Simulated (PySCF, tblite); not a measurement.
Isomers of C7H12ClNSi, one GFN2-xTB conformer each. Single-point energies are computed at PBE0/pcSseg-1 (PySCF, gas phase, no added dispersion term), electronic only.

Task: Rank them by PBE0/pcSseg-1 energy, lowest first (kcal/mol).
A. `[N:1]#[C:2][CH2:3][Si@H:4]([Cl:5])[CH2:6][CH:7]1[CH2:8][CH2:9][CH2:10]1` with C2–C3–Si4–Cl5 180°, C3–Si4–C6–C7 176°, Si4–C6–C7–C8 69°, C6–C7–C8–C9 132°, C7–C8–C9–C10 -12°, C8–C9–C10–C7 12°, C6–C7–C10–C9 -132°
B. `[CH2:1]=[N:2][Si@@:3]([Cl:4])([C:5]#[C:6][CH3:7])[CH2:8][CH2:9][CH3:10]` with C1–N2–Si3–Cl4 -125°, N2–Si3–C8–C9 -47°, Si3–C8–C9–C10 -62°
C. `[CH2:1]=[CH:2][CH2:3][Si@@H:4]([Cl:5])/[N:6]=[CH:7]\[CH:8]1[CH2:9][CH2:10]1` with C1–C2–C3–Si4 -106°, C2–C3–Si4–Cl5 -177°, C3–Si4–N6–C7 103°, N6–C7–C8–C9 147°

Result: A (0.0), B (11.7), C (12.9).

As drawn, the lowest has a four-membered ring and a C≡N group, which the highest lacks; the highest has a three-membered ring, a C=N bond and a C=C bond outside aromatic rings, which the lowest lacks. Neighbours under 2.5 kcal/mol apart (C=N[Si@@](Cl)(C#CC)CCC and C=CC[Si@@H](Cl)/N=C\C1CC1) can change places with a better method, another conformer or zero-point energy. GFN2-xTB itself gives, in the same order: 0.0, 20.8, 2.4. Both levels put the same isomer lowest; measured from each level's own lowest isomer, the values differ by up to 10.5 kcal/mol (C=CC[Si@@H](Cl)/N=C\C1CC1: 2.4 against 12.9).

Task: Which frontier levels, dipoles and rotational constants go with these structures?

Result: 
```tsv
SMILES	HOMO (eV, PBE0/pcSseg-1)	LUMO (eV)	dipole (D)	A, B, C (MHz)
N#CC[Si@H](Cl)CC1CCC1	-8.30	0.21	2.72	1170, 578.1, 424.1
C=N[Si@@](Cl)(C#CC)CCC	-7.10	-1.02	3.84	861.2, 758.0, 566.5
C=CC[Si@@H](Cl)/N=C\C1CC1	-7.05	-0.85	3.98	1084, 611.2, 419.8
```

Task: What happens when harmonic zero-point energies from GFN2-xTB frequencies are added?

Result: 
| SMILES | ZPE (kcal/mol) | electronic (kcal/mol) | with ZPE (kcal/mol) |
| --- | --- | --- | --- |
| N#CC[Si@H](Cl)CC1CCC1 | 108.9 | 0.0 | 0.0 |
| C=N[Si@@](Cl)(C#CC)CCC | 107.6 | 11.7 | 10.4 |
| C=CC[Si@@H](Cl)/N=C\C1CC1 | 107.5 | 12.9 | 11.4 |

The zero-point energies span 1.4 kcal/mol. The order is unchanged.
